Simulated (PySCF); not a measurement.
Isomers of C5H8ClFSi2.

All values: PBE0/pcSseg-1 (PySCF) at GFN2-xTB geometries, gas phase, one conformer each.

(1) Rank by dipole moment, highest first.
A. `[CH:1]#[C:2][C@@:3]1([Cl:4])[SiH2:5][CH2:6][SiH2:7][C@H:8]1[F:9]` with C2–C3–Si5–C6 170°, C3–Si5–C6–Si7 -18°, Si5–C6–Si7–C8 -4°, C6–Si7–C8–F9 -84°
B. `[CH:1]#[C:2][Si@@:3]1([Cl:4])[SiH2:5][CH2:6][CH2:7][C@@H:8]1[F:9]` with C2–Si3–Si5–C6 107°, Si3–Si5–C6–C7 -26°, Si5–C6–C7–C8 52°, C6–C7–C8–F9 68°
C. `[CH:1]#[C:2][CH2:3][Si@@H:4]([Cl:5])/[C:6]([F:7])=[CH:8]/[SiH3:9]` with C2–C3–Si4–Cl5 62°, C3–Si4–C6–F7 125°
D. `[CH:1]#[C:2][C@@:3]1([Cl:4])[SiH2:5][SiH2:6][CH2:7][C@H:8]1[F:9]` with C2–C3–Si5–Si6 155°, C3–Si5–Si6–C7 -5°, Si5–Si6–C7–C8 -21°, Si6–C7–C8–F9 -68°
E. `[CH2:1]=[C:2]([CH2:3][Cl:4])[SiH2:5][C:6]#[C:7][SiH2:8][F:9]` with C1–C2–C3–Cl4 -122°, C1–C2–Si5–C6 -145°

(2) Rank by the lowest Hirshfeld charge on any atom, lowest value first.
A. `[CH:1]#[C:2][Si@@:3]1([Cl:4])[SiH2:5][CH2:6][CH2:7][C@@H:8]1[F:9]` with C2–Si3–Si5–C6 107°, Si3–Si5–C6–C7 -26°, Si5–C6–C7–C8 52°, C6–C7–C8–F9 68°
B. `[CH2:1]=[C:2]([CH2:3][Cl:4])[SiH2:5][C:6]#[C:7][SiH2:8][F:9]` with C1–C2–C3–Cl4 -122°, C1–C2–Si5–C6 -145°
C. `[CH:1]#[C:2][C@@:3]1([Cl:4])[SiH2:5][CH2:6][SiH2:7][C@H:8]1[F:9]` with C2–C3–Si5–C6 170°, C3–Si5–C6–Si7 -18°, Si5–C6–Si7–C8 -4°, C6–Si7–C8–F9 -84°

## Answers

(1) B (3.02 D), E (2.34 D), C (1.47 D), A (1.15 D), D (0.75 D).

(2) C (-0.250 e), B (-0.208 e), A (-0.163 e).

All values together:

| SMILES | μ (D) | HOMO (eV) | LUMO (eV) | lowest IAO charge (e) | highest IAO charge (e) | lowest Hirshfeld charge (e) | highest Hirshfeld charge (e) |
| --- | --- | --- | --- | --- | --- | --- | --- |
| C#C[C@@]1(Cl)[SiH2][SiH2]C[C@H]1F | 0.75 | -7.59 | -0.73 | -0.545 (C) | +0.456 (Si) | -0.172 (C) | +0.244 (Si) |
| C#C[Si@@]1(Cl)[SiH2]CC[C@@H]1F | 3.02 | -7.58 | -1.06 | -0.527 (C) | +0.764 (Si) | -0.163 (C) | +0.295 (Si) |
| C=C(CCl)[SiH2]C#C[SiH2]F | 2.34 | -8.13 | -1.24 | -0.539 (F) | +1.115 (Si) | -0.208 (F) | +0.456 (Si) |
| C#CC[Si@@H](Cl)/C(F)=C/[SiH3] | 1.47 | -7.69 | -1.26 | -0.560 (C) | +0.948 (Si) | -0.162 (C) | +0.378 (Si) |
| C#C[C@@]1(Cl)[SiH2]C[SiH2][C@H]1F | 1.15 | -7.68 | -0.71 | -0.831 (C) | +0.781 (Si) | -0.250 (C) | +0.332 (Si) |

Conformers: `[CH:1]#[C:2][C@@:3]1([Cl:4])[SiH2:5][SiH2:6][CH2:7][C@H:8]1[F:9]` with C2–C3–Si5–Si6 155°, C3–Si5–Si6–C7 -5°, Si5–Si6–C7–C8 -21°, Si6–C7–C8–F9 -68°; `[CH:1]#[C:2][Si@@:3]1([Cl:4])[SiH2:5][CH2:6][CH2:7][C@@H:8]1[F:9]` with C2–Si3–Si5–C6 107°, Si3–Si5–C6–C7 -26°, Si5–C6–C7–C8 52°, C6–C7–C8–F9 68°; `[CH2:1]=[C:2]([CH2:3][Cl:4])[SiH2:5][C:6]#[C:7][SiH2:8][F:9]` with C1–C2–C3–Cl4 -122°, C1–C2–Si5–C6 -145°; `[CH:1]#[C:2][CH2:3][Si@@H:4]([Cl:5])/[C:6]([F:7])=[CH:8]/[SiH3:9]` with C2–C3–Si4–Cl5 62°, C3–Si4–C6–F7 125°; `[CH:1]#[C:2][C@@:3]1([Cl:4])[SiH2:5][CH2:6][SiH2:7][C@H:8]1[F:9]` with C2–C3–Si5–C6 170°, C3–Si5–C6–Si7 -18°, Si5–C6–Si7–C8 -4°, C6–Si7–C8–F9 -84°.
